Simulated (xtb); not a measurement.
SiBrCl3, SMILES Cl[Si](Cl)(Cl)Br. All values are semi-empirical tight-binding results from xtb (GFN2-xTB unless named), good for trends rather than for accurate numbers. The structure is a stationary point at GFN2-xTB.

Optimised geometry:

```xyz
5

Cl    -1.6552     0.9556     1.0769
Si     0.0000     0.0000     0.4516
Cl     0.0000    -1.9113     1.0769
Cl     1.6552     0.9556     1.0769
Br     0.0000     0.0000    -1.7498
```

```yaml
point_group_as_xtb_finds_it: C3v
orbital_gap: 6.73 eV
zero_point_energy: 3.7 kcal/mol
G − E(el) at 298.15 K (modified RRHO): -17.2 kcal/mol
static polarisability (D4 model): 92.4 bohr³
solvation energy, GFN2-xTB/ALPB(water): -0.1 kcal/mol
solvation energy, GFN2-xTB/ALPB(acetonitrile): -4.4 kcal/mol
```

Computed atomic charges and the Wiberg bond orders between heavy atoms:
charges (e) Cl1 -0.16, Si2 0.56, Cl3 -0.16, Cl4 -0.16, Br5 -0.07. Bond orders Cl1–Si2 1.12, Si2–Cl3 1.12, Si2–Cl4 1.12, Si2–Br5 1.13.
